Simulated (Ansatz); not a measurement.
`C=C[N](C)[GeH3]` → `C=CNC` + `[GeH2]` at 298.15 K and 1 bar (germylene loss).

Program: Ansatz. Geometries: PBE0-D4/def2-TZVP. ΔE: electronic, gas phase. CBS: MP2 limit from def2 TZ/QZ plus the TZ coupled-cluster correction, frozen cores. For Ge outer-core shells are correlated without core-valence functions, which leaves a few kJ/mol of doubt a bond. Scalar relativity is left out up to krypton. Each species was taken in one conformer, which may not be the lowest.

```
          species  CCSD(T)/CBS energy (Eh)  H − E (kJ/mol)  S (J/(mol·K))
`C=C[N](C)[GeH3]`              -2250.35581           312.9          357.6
          `C=CNC`               -173.03872           271.9          295.0
         `[GeH2]`              -2077.24753            38.7          220.4
```

H − E and S are ideal-gas, rigid-rotor, harmonic terms from PBE0-D4/def2-TZVP, for one conformer and one mirror image of each species. 1 Eh = 2625.50 kJ/mol, R = 8.31446 J/(mol·K).

**Question.** By hand: ΔE, ΔH, ΔS and ΔG.

**Answer.** ΔE = (-173.03872) + (-2077.24753) − (-2250.35581) = 0.06956 Eh = 182.6 kJ/mol. Δ(H − E) = 271.9 + 38.7 − 312.9 = -2.3, so ΔH = 180.3 kJ/mol. ΔS = 295.0 + 220.4 − 357.6 = 157.8 J/(mol·K). ΔG = 180.3 − 298.15 × (157.8)/1000 = 133.3 kJ/mol.

**Question.** By hand: the equilibrium constant, and the temperature at which ΔG would vanish if ΔH and ΔS stayed fixed.

**Answer.** log₁₀ K = −ΔG/(RT ln 10) = -23.4. ΔG = 0 at ΔH/ΔS = 1143 K.

The number of gas molecules changes by +1, which sets the sign of ΔS. A doubt of 5 kJ/mol in ΔE shifts log₁₀ K by 0.9 here. Other conformers and mirror images would add mixing entropy, several J/(mol·K) or more a flexible species. These are equilibria of isolated gas molecules and say nothing of rates. Largest T1 diagnostic: 0.012 (customary marks: 0.02 for closed shells, 0.045 for open ones).
